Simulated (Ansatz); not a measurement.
Calculation: PBE-D3(BJ)/def2-SVP (Ansatz, an electronic-structure program). No frequencies were computed at this level.

Ansatz 0.2 input:
```yaml
crystal:
  periodic: [false, false, false]
  atoms:
    - { symbol: Zr, position_ang: [0.002313, -0.003543, -0.000876] }
    - { symbol: C, position_ang: [-1.751885, 1.311871, 0.451907] }
    - { symbol: H, position_ang: [-1.707279, 1.707454, 1.482456] }
    - { symbol: H, position_ang: [-2.706669, 0.765507, 0.350574] }
    - { symbol: H, position_ang: [-1.794752, 2.178829, -0.231556] }
    - { symbol: C, position_ang: [0.017005, -1.739283, 1.413848] }
    - { symbol: H, position_ang: [0.019835, -1.404266, 2.466677] }
    - { symbol: H, position_ang: [0.908639, -2.375507, 1.269563] }
    - { symbol: H, position_ang: [-0.870732, -2.382525, 1.276484] }
    - { symbol: C, position_ang: [-0.153045, -0.752468, -2.105422] }
    - { symbol: H, position_ang: [-1.080346, -1.332115, -2.262719] }
    - { symbol: H, position_ang: [0.694388, -1.411457, -2.366526] }
    - { symbol: H, position_ang: [-0.158602, 0.07907, -2.832812] }
    - { symbol: C, position_ang: [1.888993, 1.178262, 0.239242] }
    - { symbol: H, position_ang: [1.944198, 1.654822, 1.234546] }
    - { symbol: H, position_ang: [1.962042, 1.98274, -0.514634] }
    - { symbol: H, position_ang: [2.785895, 0.542607, 0.129247] }
basis:
  gaussian: { orbitals: def2-svp }
hamiltonian:
  xc: pbe
  dispersion: d3bj
relax:
  max_steps: 150
```

Output:

```
[...]
these checks for a lower state are left out or cut short: starts, cluster_reference, orbital_swaps, neighbouring_geometries, increment
1606 factors; their error is unknown
mean field -5614.46259020 eV, -206.3276945704 hartree, gradient 2.3e-5 eV, S^2 0.000000; 0 other end points of the search recorded, 0 dependent functions left out
reference -5614.46267558 eV, -206.3276977081 hartree; 24, 24 occupied and 123, 123 virtual orbitals, 1606 factors
relax step  21: F+E_penalty+E_count = -5614.80429030 eV  Δ(F+E_penalty+E_count) = -1.822e-3 eV  max|allowed force component| = 4.510e-2 eV/Å  Δτ_max = 0.0475 Å  (28 SCF iters, accepted)
these checks for a lower state are left out or cut short: starts, cluster_reference, orbital_swaps, neighbouring_geometries, increment
1606 factors; their error is unknown
mean field evaluation 160: about -5614.5186 eV, gradient 1.2e-2 eV
mean field -5614.46420060 eV, -206.3277537516 hartree, gradient 2.3e-5 eV, S^2 0.000000; 0 other end points of the search recorded, 0 dependent functions left out
reference -5614.46428593 eV, -206.3277568874 hartree; 24, 24 occupied and 123, 123 virtual orbitals, 1606 factors
relax step  22: F+E_penalty+E_count = -5614.80599392 eV  Δ(F+E_penalty+E_count) = -1.704e-3 eV  max|allowed force component| = 3.705e-2 eV/Å  Δτ_max = 0.0494 Å  (28 SCF iters, accepted)
these checks for a lower state are left out or cut short: starts, cluster_reference, orbital_swaps, neighbouring_geometries, increment
1606 factors; their error is unknown
mean field -5614.46619669 eV, -206.3278271064 hartree, gradient 2.3e-5 eV, S^2 0.000000; 0 other end points of the search recorded, 0 dependent functions left out
reference -5614.46628193 eV, -206.3278302388 hartree; 24, 24 occupied and 123, 123 virtual orbitals, 1606 factors
relax step  23: F+E_penalty+E_count = -5614.80810023 eV  Δ(F+E_penalty+E_count) = -2.106e-3 eV  max|allowed force component| = 8.267e-2 eV/Å  Δτ_max = 0.0732 Å  (29 SCF iters, accepted)
these checks for a lower state are left out or cut short: starts, cluster_reference, orbital_swaps, neighbouring_geometries, increment
1606 factors; their error is unknown
mean field -5614.46494266 eV, -206.3277810216 hartree, gradient 2.4e-5 eV, S^2 0.000000; 0 other end points of the search recorded, 0 dependent functions left out
reference -5614.46502778 eV, -206.3277841500 hartree; 24, 24 occupied and 123, 123 virtual orbitals, 1606 factors
relax step  24: F+E_penalty+E_count = -5614.80701571 eV  Δ(F+E_penalty+E_count) = +1.085e-3 eV  max|allowed force component| = 2.471e-1 eV/Å  Δτ_max = 0.1098 Å  (28 SCF iters, rejected (line search))
these checks for a lower state are left out or cut short: starts, cluster_reference, orbital_swaps, neighbouring_geometries, increment
1606 factors; their error is unknown
mean field -5614.46823104 eV, -206.3279018673 hartree, gradient 2.3e-5 eV, S^2 0.000000; 0 other end points of the search recorded, 0 dependent functions left out
reference -5614.46831612 eV, -206.3279049940 hartree; 24, 24 occupied and 123, 123 virtual orbitals, 1606 factors
relax step  25: F+E_penalty+E_count = -5614.81025017 eV  Δ(F+E_penalty+E_count) = -2.150e-3 eV  max|allowed force component| = 8.425e-2 eV/Å  Δτ_max = 0.0549 Å  (30 SCF iters, accepted)
these checks for a lower state are left out or cut short: starts, cluster_reference, orbital_swaps, neighbouring_geometries, increment
1606 factors; their error is unknown
mean field evaluation 192: about -5614.4703 eV, gradient 2.2e-5 eV
mean field -5614.47032480 eV, -206.3279788117 hartree, gradient 2.2e-5 eV, S^2 0.000000; 0 other end points of the search recorded, 0 dependent functions left out
reference -5614.47040979 eV, -206.3279819351 hartree; 24, 24 occupied and 123, 123 virtual orbitals, 1606 factors
relax step  26: F+E_penalty+E_count = -5614.81256215 eV  Δ(F+E_penalty+E_count) = -2.312e-3 eV  max|allowed force component| = 3.188e-2 eV/Å  Δτ_max = 0.0549 Å  (29 SCF iters, accepted)
these checks for a lower state are left out or cut short: starts, cluster_reference, orbital_swaps, neighbouring_geometries, increment
1606 factors; their error is unknown
mean field -5614.47186161 eV, -206.3280352885 hartree, gradient 2.3e-5 eV, S^2 0.000000; 0 other end points of the search recorded, 0 dependent functions left out
reference -5614.47194642 eV, -206.3280384051 hartree; 24, 24 occupied and 123, 123 virtual orbitals, 1606 factors
relax step  27: F+E_penalty+E_count = -5614.81426079 eV  Δ(F+E_penalty+E_count) = -1.699e-3 eV  max|allowed force component| = 1.306e-1 eV/Å  Δτ_max = 0.0844 Å  (29 SCF iters, accepted)
these checks for a lower state are left out or cut short: starts, cluster_reference, orbital_swaps, neighbouring_geometries, increment
1606 factors; their error is unknown
mean field -5614.47430241 eV, -206.3281249861 hartree, gradient 2.3e-5 eV, S^2 0.000000; 0 other end points of the search recorded, 0 dependent functions left out
reference -5614.47438696 eV, -206.3281280935 hartree; 24, 24 occupied and 123, 123 virtual orbitals, 1606 factors
relax step  28: F+E_penalty+E_count = -5614.81672270 eV  Δ(F+E_penalty+E_count) = -2.462e-3 eV  max|allowed force component| = 9.693e-2 eV/Å  Δτ_max = 0.0583 Å  (29 SCF iters, accepted)
these checks for a lower state are left out or cut short: starts, cluster_reference, orbital_swaps, neighbouring_geometries, increment
1606 factors; their error is unknown
mean field -5614.47662307 eV, -206.3282102690 hartree, gradient 2.2e-5 eV, S^2 0.000000; 0 other end points of the search recorded, 0 dependent functions left out
reference -5614.47670735 eV, -206.3282133660 hartree; 24, 24 occupied and 123, 123 virtual orbitals, 1606 factors
relax step  29: F+E_penalty+E_count = -5614.81917727 eV  Δ(F+E_penalty+E_count) = -2.455e-3 eV  max|allowed force component| = 6.715e-2 eV/Å  Δτ_max = 0.0639 Å  (29 SCF iters, accepted)
these checks for a lower state are left out or cut short: starts, cluster_reference, orbital_swaps, neighbouring_geometries, increment
1606 factors; their error is unknown
mean field -5614.47816125 eV, -206.3282667958 hartree, gradient 2.3e-5 eV, S^2 0.000000; 0 other end points of the search recorded, 0 dependent functions left out
reference -5614.47824520 eV, -206.3282698811 hartree; 24, 24 occupied and 123, 123 virtual orbitals, 1606 factors
relax step  30: F+E_penalty+E_count = -5614.82087307 eV  Δ(F+E_penalty+E_count) = -1.696e-3 eV  max|allowed force component| = 9.427e-2 eV/Å  Δτ_max = 0.0867 Å  (29 SCF iters, accepted)
these checks for a lower state are left out or cut short: starts, cluster_reference, orbital_swaps, neighbouring_geometries, increment
1606 factors; their error is unknown
mean field evaluation 224: about -5614.4793 eV, gradient 2.2e-1 eV
mean field -5614.47945024 eV, -206.3283141654 hartree, gradient 2.2e-5 eV, S^2 0.000000; 0 other end points of the search recorded, 0 dependent functions left out
reference -5614.47953400 eV, -206.3283172435 hartree; 24, 24 occupied and 123, 123 virtual orbitals, 1606 factors
relax step  31: F+E_penalty+E_count = -5614.82217356 eV  Δ(F+E_penalty+E_count) = -1.300e-3 eV  max|allowed force component| = 7.518e-2 eV/Å  Δτ_max = 0.0457 Å  (29 SCF iters, accepted)
these checks for a lower state are left out or cut short: starts, cluster_reference, orbital_swaps, neighbouring_geometries, increment
1606 factors; their error is unknown
mean field -5614.48062255 eV, -206.3283572472 hartree, gradient 2.2e-5 eV, S^2 0.000000; 0 other end points of the search recorded, 0 dependent functions left out
reference -5614.48070610 eV, -206.3283603176 hartree; 24, 24 occupied and 123, 123 virtual orbitals, 1606 factors
relax step  32: F+E_penalty+E_count = -5614.82346354 eV  Δ(F+E_penalty+E_count) = -1.290e-3 eV  max|allowed force component| = 4.788e-2 eV/Å  Δτ_max = 0.0550 Å  (29 SCF iters, accepted)
these checks for a lower state are left out or cut short: starts, cluster_reference, orbital_swaps, neighbouring_geometries, increment
1606 factors; their error is unknown
mean field -5614.48143310 eV, -206.3283870342 hartree, gradient 2.1e-5 eV, S^2 0.000000; 0 other end points of the search recorded, 0 dependent functions left out
reference -5614.48151647 eV, -206.3283900981 hartree; 24, 24 occupied and 123, 123 virtual orbitals, 1606 factors
relax step  33: F+E_penalty+E_count = -5614.82435188 eV  Δ(F+E_penalty+E_count) = -8.883e-4 eV  max|allowed force component| = 2.765e-2 eV/Å  Δτ_max = 0.0553 Å  (29 SCF iters, accepted)
these checks for a lower state are left out or cut short: starts, cluster_reference, orbital_swaps, neighbouring_geometries, increment
1606 factors; their error is unknown
mean field -5614.48200088 eV, -206.3284078997 hartree, gradient 2.1e-5 eV, S^2 0.000000; 0 other end points of the search recorded, 0 dependent functions left out
reference -5614.48208413 eV, -206.3284109591 hartree; 24, 24 occupied and 123, 123 virtual orbitals, 1606 factors
relax step  34: F+E_penalty+E_count = -5614.82496389 eV  Δ(F+E_penalty+E_count) = -6.120e-4 eV  max|allowed force component| = 1.436e-2 eV/Å  Δτ_max = 0.0509 Å  (29 SCF iters, accepted)
these checks for a lower state are left out or cut short: starts, cluster_reference, orbital_swaps, neighbouring_geometries, increment
1606 factors; their error is unknown
mean field evaluation 256: about -5614.4822 eV, gradient 2.2e-5 eV
mean field -5614.48221407 eV, -206.3284157342 hartree, gradient 2.2e-5 eV, S^2 0.000000; 0 other end points of the search recorded, 0 dependent functions left out
reference -5614.48229725 eV, -206.3284187910 hartree; 24, 24 occupied and 123, 123 virtual orbitals, 1606 factors
relax step  35: F+E_penalty+E_count = -5614.82524504 eV  Δ(F+E_penalty+E_count) = -2.812e-4 eV  max|allowed force component| = 3.532e-2 eV/Å  Δτ_max = 0.0542 Å  (29 SCF iters, accepted)
these checks for a lower state are left out or cut short: starts, cluster_reference, orbital_swaps, neighbouring_geometries, increment
1606 factors; their error is unknown
mean field -5614.48242687 eV, -206.3284235546 hartree, gradient 2.2e-5 eV, S^2 0.000000; 0 other end points of the search recorded, 0 dependent functions left out
reference -5614.48250998 eV, -206.3284266088 hartree; 24, 24 occupied and 123, 123 virtual orbitals, 1606 factors
relax step  36: F+E_penalty+E_count = -5614.82546997 eV  Δ(F+E_penalty+E_count) = -2.249e-4 eV  max|allowed force component| = 1.263e-2 eV/Å  Δτ_max = 0.0419 Å  (30 SCF iters, accepted)
these checks for a lower state are left out or cut short: starts, cluster_reference, orbital_swaps, neighbouring_geometries, increment
1606 factors; their error is unknown
mean field -5614.48250313 eV, -206.3284263571 hartree, gradient 2.2e-5 eV, S^2 0.000000; 0 other end points of the search recorded, 0 dependent functions left out
reference -5614.48258623 eV, -206.3284294109 hartree; 24, 24 occupied and 123, 123 virtual orbitals, 1606 factors
relax step  37: F+E_penalty+E_count = -5614.82549891 eV  Δ(F+E_penalty+E_count) = -2.894e-5 eV  max|allowed force component| = 2.065e-2 eV/Å  Δτ_max = 0.0235 Å  (30 SCF iters, accepted)
these checks for a lower state are left out or cut short: starts, cluster_reference, orbital_swaps, neighbouring_geometries, increment
1606 factors; their error is unknown
mean field -5614.48251318 eV, -206.3284267263 hartree, gradient 1.7e-5 eV, S^2 0.000000; 0 other end points of the search recorded, 0 dependent functions left out
reference -5614.48259627 eV, -206.3284297799 hartree; 24, 24 occupied and 123, 123 virtual orbitals, 1606 factors
relax step  38: F+E_penalty+E_count = -5614.82552533 eV  Δ(F+E_penalty+E_count) = -2.641e-5 eV  max|allowed force component| = 6.998e-3 eV/Å  Δτ_max = 0.0038 Å  (23 SCF iters, accepted)
1606 factors; their error is unknown
mean field evaluation 288: about -5614.4825 eV, gradient 6.7e-2 eV
mean field -5614.48251318 eV, -206.3284267263 hartree, gradient 1.8e-5 eV, S^2 0.000000; 1 other end points of the search recorded, 0 dependent functions left out
reference -5614.48259627 eV, -206.3284297799 hartree; 24, 24 occupied and 123, 123 virtual orbitals, 1606 factors
Total energy: -5614.82560842 eV, -206.3410352439 hartree
Atom 0 at     0.000013    -0.000026    -0.000006 Å, force    -0.001828     0.001183    -0.001137 eV/Å
Atom 1 at    -1.733957     1.245765     0.613224 Å, force    -0.004806     0.005047     0.000864 eV/Å
Atom 2 at    -1.407049     2.253890     0.956357 Å, force    -0.002340    -0.006998    -0.002457 eV/Å
Atom 3 at    -2.296468     0.771595     1.449628 Å, force     0.002821     0.002690    -0.004436 eV/Å
Atom 4 at    -2.445936     1.392018    -0.230949 Å, force     0.004935    -0.001074     0.005913 eV/Å
Atom 5 at     0.090727    -1.819491     1.271026 Å, force     0.006474    -0.000771     0.001516 eV/Å
Atom 6 at    -0.722245    -1.822753     2.032113 Å, force    -0.001691    -0.000016     0.001386 eV/Å
Atom 7 at     1.060881    -1.885117     1.814419 Å, force    -0.004957     0.000197    -0.002261 eV/Å
Atom 8 at    -0.016218    -2.744717     0.660361 Å, force     0.000534    -0.000102     0.000002 eV/Å
Atom 9 at    -0.230646    -0.594111    -2.128036 Å, force    -0.001718    -0.001317     0.003052 eV/Å
Atom 10 at    -1.174375    -0.191119    -2.560689 Å, force    -0.001967     0.001014    -0.000390 eV/Å
Atom 11 at    -0.255995    -1.701992    -2.238543 Å, force    -0.000089    -0.001648     0.000239 eV/Å
Atom 12 at     0.612858    -0.213453    -2.747428 Å, force     0.003904     0.001817    -0.002517 eV/Å
Atom 13 at     1.873761     1.167886     0.243658 Å, force     0.002943    -0.003345     0.005949 eV/Å
Atom 14 at     1.662929     2.198521     0.609287 Å, force    -0.000058     0.000423     0.000755 eV/Å
Atom 15 at     2.422587     1.258758    -0.721071 Å, force     0.001153     0.000240    -0.002236 eV/Å
Atom 16 at     2.559130     0.684343     0.976650 Å, force    -0.003309     0.002663    -0.004242 eV/Å
Dipole moment:     0.000123    -0.000081     0.000056 e Å
```

Cost: roughly 2.1 core-minutes.
